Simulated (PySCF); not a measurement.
Does the answer move with the share of exact exchange?

CH5F3GeSi.
SMILES: `F[C](F)(F)[GeH2][SiH3]`

Torsions of this conformer, `[F:1][C:2]([F:3])([F:4])[GeH2:5][SiH3:6]`: F1–C2–Ge5–Si6 179°.

PySCF, def2-SVPD basis, density fitting, gas phase, PBE0-D3(BJ)/def2-SVP geometry; singlet excitations by full TDDFT with frozen cores, triplets by Tamm–Dancoff TDDFT and ionisation energies by ΔSCF, from the lowest of the holes tried. One functional is left out:

| functional | exact exchange (%) | HOMO energy (eV) | LUMO energy (eV) | lowest singlet excitation (eV) | lowest triplet excitation (eV) | dipole moment (D) | mean polarisability (au) | vertical ionisation energy (eV) |
| --- | --- | --- | --- | --- | --- | --- | --- | --- |
| LDA | 0 | -7.64 | -1.21 | 6.84 | 6.17 | 2.211 | 82.9 | 10.51 |
| PBE | 0 | -7.52 | -1.02 | 6.87 | 6.11 | 2.111 | 81.4 | 10.33 |
| B3LYP | 20 | -8.52 | -0.46 | 7.23 | 6.40 | 2.375 | 78.3 | 10.69 |
| BHandHLYP | 50 | -9.81 | 0.50 | 7.58 | 6.65 | 2.598 | 74.7 | 10.88 |

Question: Predict the row of PBE0 (25 % exact exchange) by straight lines through the other rows, and check it.

Answer: 
```tsv
property	line	computed	computed − line	B3LYP (20 %), for comparison
HOMO energy (eV)	-8.71	-8.72	-0.01	-8.52
LUMO energy (eV)	-0.31	-0.24	+0.07	-0.46
lowest singlet excitation (eV)	7.24	7.33	+0.09	7.23
lowest triplet excitation (eV)	6.41	6.38	-0.03	6.40
dipole moment (D)	2.390	2.330	-0.060	2.375
mean polarisability (au)	78.2	77.6	-0.6	78.3
vertical ionisation energy (eV)	10.67	10.69	+0.02	10.69
```

Question: Which of these properties follows the share of exact exchange most closely, and which least?

Answer: Most closely the HOMO energy, least the vertical ionisation energy; the correlations over the tabulated rows are HOMO energy -0.999, LUMO energy 0.995, lowest singlet excitation 0.992, lowest triplet excitation 0.989, mean polarisability -0.978, dipole moment 0.977, vertical ionisation energy 0.933. The HOMO energy moves by -0.447 eV for every 10 %. Functionals with the same share still differ in their other parts: at 0 % LDA and PBE differ by 0.12 eV in it.
